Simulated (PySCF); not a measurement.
Species: C₄H₁₂N₂Si.
Atom-mapped SMILES: `[NH2:1][CH2:2][C@H:3]1[CH2:4][CH2:5][NH:6][SiH2:7]1` (hydrogens: H8, H9 on N1; H10, H11 on C2; H12 on C3; H13, H14 on C4; H15, H16 on C5; H17 on N6; H18, H19 on Si7)

Geometry (PBE0-D3(BJ)/def2-SVP, Å), atoms numbered from 1 in this order:
```xyz
19
C4H12N2Si angstrom
N     -2.690    0.247   -0.334
C     -1.450   -0.464   -0.542
C     -0.399   -0.357    0.577
C      0.860   -1.200    0.303
C      1.818   -0.422   -0.602
N      1.804    0.950   -0.131
Si     0.344    1.389    0.694
H     -3.110   -0.023    0.554
H     -2.524    1.250   -0.283
H     -1.685   -1.534   -0.696
H     -1.015   -0.123   -1.498
H     -0.870   -0.677    1.522
H      0.600   -2.176   -0.143
H      1.372   -1.408    1.257
H      1.500   -0.512   -1.662
H      2.831   -0.857   -0.543
H      2.484    1.580   -0.534
H      0.553    1.909    2.085
H     -0.486    2.426   -0.012
```

Computed with PySCF at PBE0/pcSseg-1 and CAM-B3LYP/def2-SVPD, non-relativistic, on one gas-phase PBE0-D3(BJ)/def2-SVP geometry that isn't relaxed in the solvent. The solvent is an IEF-PCM continuum (Bondi radii, 1.10 Å for H, scaled by 1.2). Only the electrostatic response of the medium enters.

Gas phase at PBE0/pcSseg-1: HOMO -6.50 eV, LUMO 0.75 eV, dipole 1.34 D.

What does the continuum do to the energy, the frontier levels and the dipole at PBE0/pcSseg-1 in chloroform and dichloromethane?

```
        solvent      ε  E(solvent) − E(gas) (kJ/mol)  polarisation term (kJ/mol)  distortion of the solute (kJ/mol)  HOMO (eV)  LUMO (eV)  dipole (D)
     chloroform  4.711                        -16.27                      -17.44                               1.17      -6.42       0.88        1.52
dichloromethane   8.93                        -19.63                      -21.35                               1.72      -6.42       0.91        1.55
```

The first energy column is the sum of the next two and covers electrostatics alone. From chloroform to dichloromethane the lowering changes by a factor 1.21, Onsager's factor (ε − 1)/(2ε + 1) by 1.18 and ε itself by 1.9.

Which radius a makes the point-dipole formula ΔE = −[(ε − 1)/(2ε + 1)]·μ²/a³ give the value in dichloromethane, with the gas-phase dipole?

μ = 0.528 au and |ΔE| = 0.00748 Eh give a = 1.32 Å; the farthest nucleus lies 3.16 Å from the centroid of the nuclei, so such a sphere wouldn't even hold the nuclei. The formula assumes a rigid point dipole at the centre of a sphere.

Give the dipole vector in the frame of the coordinates (D, pointing from negative to positive charge), gas and dichloromethane.

Gas (1.25, -0.30, 0.40), solvent (1.42, -0.40, 0.46). Its length changes by +15 % and its direction by 2°.

Which Hirshfeld charges (PBE0/pcSseg-1) respond most in chloroform (means over atoms taken as equivalent)?

```json
{"atoms": "N1", "environment": "primary amine nitrogen", "gas (e)": "-0.241", "solvent (e)": "-0.254", "change": "-0.013"}
{"atoms": "H17", "environment": "N–H hydrogen", "gas (e)": "+0.117", "solvent (e)": "+0.122", "change": "+0.005"}
{"atoms": "H18", "environment": "Si–H hydrogen", "gas (e)": "-0.093", "solvent (e)": "-0.098", "change": "-0.005"}
{"atoms": "H8/H9", "environment": "N–H hydrogen", "gas (e)": "+0.102", "solvent (e)": "+0.106", "change": "+0.004"}
{"atoms": "H12", "environment": "methine hydrogen", "gas (e)": "+0.030", "solvent (e)": "+0.034", "change": "+0.004"}
{"atoms": "N6", "environment": "silicon-bound nitrogen", "gas (e)": "-0.248", "solvent (e)": "-0.251", "change": "-0.003"}
{"atoms": "H13", "environment": "methylene hydrogen", "gas (e)": "+0.040", "solvent (e)": "+0.042", "change": "+0.002"}
{"atoms": "C3", "environment": "sp3 carbon bound to silicon", "gas (e)": "-0.119", "solvent (e)": "-0.117", "change": "+0.002"}
{"atoms": "H16", "environment": "methylene hydrogen", "gas (e)": "+0.038", "solvent (e)": "+0.039", "change": "+0.001"}
{"atoms": "H15", "environment": "methylene hydrogen", "gas (e)": "+0.025", "solvent (e)": "+0.026", "change": "+0.001"}
{"atoms": "C2", "environment": "sp3 carbon bound to nitrogen", "gas (e)": "-0.027", "solvent (e)": "-0.028", "change": "-0.001"}
{"atoms": "Si7", "environment": "SiH2 silicon", "gas (e)": "+0.349", "solvent (e)": "+0.348", "change": "-0.001"}
```

Which Mayer bond orders change most in chloroform?

| bond | length (Å) | gas | solvent | change |
| --- | --- | --- | --- | --- |
| N6–Si7 | 1.734 | 1.013 | 1.023 | +0.010 |
| N1–C2 | 1.445 | 1.033 | 1.027 | -0.006 |
| N6–H17 | 1.011 | 0.931 | 0.926 | -0.005 |
| C5–N6 | 1.451 | 0.961 | 0.957 | -0.004 |
| Si7–H18 | 1.499 | 0.902 | 0.898 | -0.004 |
| C2–C3 | 1.538 | 0.979 | 0.982 | +0.003 |
| Si7–C3 | 1.901 | 0.876 | 0.879 | +0.003 |
| N1–H8 | 1.018 | 0.958 | 0.955 | -0.003 |

Gas phase at CAM-B3LYP/def2-SVPD: HOMO -7.97 eV, LUMO 1.18 eV, dipole 1.41 D.

What does the continuum do to the energy, the frontier levels and the dipole at CAM-B3LYP/def2-SVPD in chloroform?

```tsv
solvent	ε	E(solvent) − E(gas) (kJ/mol)	polarisation term (kJ/mol)	distortion of the solute (kJ/mol)	HOMO (eV)	LUMO (eV)	dipole (D)
chloroform	4.711	-16.05	-17.73	1.68	-7.85	1.33	1.66
```

How does the static polarisability (CAM-B3LYP/def2-SVPD, frozen core, with the continuum's full static response) change?

```
    medium  isotropic (au)  principal values (au)  ⟨r²⟩ of the electrons (bohr²)
       gas            88.2       78.1, 91.5, 95.0                         1007.4
chloroform           110.4     99.8, 113.1, 118.4                         1007.9
```

The isotropic value in chloroform is 1.25 times the gas-phase one; no cavity-field correction is applied. ⟨r²⟩ is taken about the centre of nuclear charge.
